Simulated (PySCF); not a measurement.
C2H4ClNOSi. Atoms are numbered in the order given.

```xyz
10

O      1.4664     0.2182    -1.3369
Si     0.2258     0.0642    -0.2292
Cl     0.8727    -1.1703     1.3373
C     -0.8377     1.5432     0.2856
N     -1.9063     1.0986    -0.3003
C     -1.5185    -0.1937    -0.9461
H      2.3718     0.1406    -0.9863
H     -0.8417     2.4970     0.8474
H     -2.1419    -1.0335    -0.5763
H     -1.6350    -0.1403    -2.0486
```

Coordinates come from a PBE-D3(BJ)/def2-SVP optimisation. The structure was generated by enumeration; whether it is a known compound was not checked. The values are those of a single conformer.

All values below come from PySCF with PBE-D3(BJ)/def2-SVP.

Frequencies are harmonic and unscaled.

```json
[
 {"mode": "1", "ν (cm⁻¹)": "90", "IR (km/mol)": "3.9", "moving atoms (share of kinetic energy)": "N 39 %, Cl 24 %, Si 17 %, O 13 %"},
 {"mode": "2", "ν (cm⁻¹)": "142", "IR (km/mol)": "28.5", "moving atoms (share of kinetic energy)": "H 40 %, C 31 %, O 18 %, Cl 8 %"},
 {"mode": "3", "ν (cm⁻¹)": "177", "IR (km/mol)": "31.5", "moving atoms (share of kinetic energy)": "H 44 %, C 19 %, Cl 16 %, O 13 %"},
 {"mode": "4", "ν (cm⁻¹)": "244", "IR (km/mol)": "45.9", "moving atoms (share of kinetic energy)": "O 39 %, Si 20 %, C 15 %, Cl 11 %, H 11 %"},
 {"mode": "5", "ν (cm⁻¹)": "267", "IR (km/mol)": "21.5", "moving atoms (share of kinetic energy)": "H 44 %, O 21 %, Si 16 %, C 13 %"},
 {"mode": "6", "ν (cm⁻¹)": "360", "IR (km/mol)": "9.5", "moving atoms (share of kinetic energy)": "H 36 %, C 34 %, N 17 %, Cl 11 %"},
 {"mode": "7", "ν (cm⁻¹)": "411", "IR (km/mol)": "10.5", "moving atoms (share of kinetic energy)": "Cl 32 %, C 19 %, O 15 %, Si 15 %, N 10 %, H 9 %"},
 {"mode": "8", "ν (cm⁻¹)": "572", "IR (km/mol)": "121.1", "moving atoms (share of kinetic energy)": "Si 51 %, Cl 14 %, C 13 %, H 12 %, N 9 %"},
 {"mode": "9", "ν (cm⁻¹)": "671", "IR (km/mol)": "28.1", "moving atoms (share of kinetic energy)": "C 41 %, Si 28 %, H 25 %"},
 {"mode": "10", "ν (cm⁻¹)": "705", "IR (km/mol)": "55.3", "moving atoms (share of kinetic energy)": "H 51 %, C 26 %, O 11 %"},
 {"mode": "11", "ν (cm⁻¹)": "790", "IR (km/mol)": "246.9", "moving atoms (share of kinetic energy)": "H 50 %, Si 15 %, O 15 %, C 11 %"},
 {"mode": "12", "ν (cm⁻¹)": "792", "IR (km/mol)": "51.1", "moving atoms (share of kinetic energy)": "H 37 %, N 30 %, C 29 %"},
 {"mode": "13", "ν (cm⁻¹)": "873", "IR (km/mol)": "9.6", "moving atoms (share of kinetic energy)": "H 75 %, C 17 %"},
 {"mode": "14", "ν (cm⁻¹)": "884", "IR (km/mol)": "28.4", "moving atoms (share of kinetic energy)": "H 24 %, C 23 %, O 23 %, Si 21 %, N 9 %"},
 {"mode": "15", "ν (cm⁻¹)": "945", "IR (km/mol)": "42.9", "moving atoms (share of kinetic energy)": "C 44 %, Si 22 %, N 13 %, O 11 %, H 10 %"},
 {"mode": "16", "ν (cm⁻¹)": "1098", "IR (km/mol)": "8.2", "moving atoms (share of kinetic energy)": "H 85 %, C 8 %"},
 {"mode": "17", "ν (cm⁻¹)": "1131", "IR (km/mol)": "5.8", "moving atoms (share of kinetic energy)": "H 69 %, C 29 %"},
 {"mode": "18", "ν (cm⁻¹)": "1217", "IR (km/mol)": "8.7", "moving atoms (share of kinetic energy)": "H 70 %, C 19 %, N 10 %"},
 {"mode": "19", "ν (cm⁻¹)": "1362", "IR (km/mol)": "4.3", "moving atoms (share of kinetic energy)": "H 91 %, C 8 %"},
 {"mode": "20", "ν (cm⁻¹)": "1566", "IR (km/mol)": "13.5", "moving atoms (share of kinetic energy)": "C 49 %, N 47 %"},
 {"mode": "21", "ν (cm⁻¹)": "3002", "IR (km/mol)": "7.4", "moving atoms (share of kinetic energy)": "H 95 %"},
 {"mode": "22", "ν (cm⁻¹)": "3061", "IR (km/mol)": "1.5", "moving atoms (share of kinetic energy)": "H 90 %, C 10 %"},
 {"mode": "23", "ν (cm⁻¹)": "3071", "IR (km/mol)": "18.2", "moving atoms (share of kinetic energy)": "H 91 %, C 9 %"},
 {"mode": "24", "ν (cm⁻¹)": "3754", "IR (km/mol)": "91.3", "moving atoms (share of kinetic energy)": "H 94 %"}
]
```
